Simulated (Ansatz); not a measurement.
Ansatz (a quantum-chemistry and plane-wave program) input (BLYP/def2-TZVPD):

Ansatz 0.2 input:
```yaml
crystal:
  periodic: [false, false, false]
  atoms:
    - {symbol: Cu, position_ang: [-0.00000000, -0.00000000, -0.44364752]}
    - {symbol: F, position_ang: [0.00000000, 0.00000000, 1.42953089]}
basis:
  gaussian:
    orbitals: def2-TZVPD
hamiltonian:
  xc: {name: BLYP}
total_charge: -1
magnetization: {spin_polarized: true, initial_magnetization: 1}
output: {forces: true}
```

End of the output:

```
integrals: 0.02 GiB planned
666 factors; their error is unknown
mean field: 0.23 GiB planned
mean field evaluation 1: about -46666.8172 eV, gradient 4.0e2 eV
mean field evaluation 2: about -45700.6188 eV, gradient 6.2e2 eV
mean field evaluation 4: about -46790.6762 eV, gradient 3.6e2 eV
mean field evaluation 8: about -47260.8080 eV, gradient 2.5e2 eV
mean field evaluation 16: about -47362.9772 eV, gradient 2.9e-5 eV
mean field evaluation 32: about -47360.0370 eV, gradient 3.1e-5 eV
mean field evaluation 64: about -47361.6064 eV, gradient 5.6e0 eV
mean field evaluation 96: about -47359.8412 eV, gradient 4.5e0 eV
mean field -47362.97717223 eV, -1740.5573073004 hartree, gradient 1.5e-5 eV, S^2 0.751963; 8 other end points of the search recorded, 0 dependent functions left out
the calculation of the forces begins
reference -47362.97739425 eV, -1740.5573154596 hartree; 20, 19 occupied and 68, 69 virtual orbitals, 666 factors
Total energy: -47362.97739425 eV, -1740.5573154596 hartree
Atom 0 at    -0.000000    -0.000000    -0.443648 Å, force    -0.000000     0.000000    -0.142260 eV/Å
Atom 1 at     0.000000     0.000000     1.429531 Å, force     0.000000    -0.000000     0.142260 eV/Å
Dipole moment:     0.000000     0.000000    -0.102333 e Å
```

The spin state was set by rule; other spins were not relaxed.
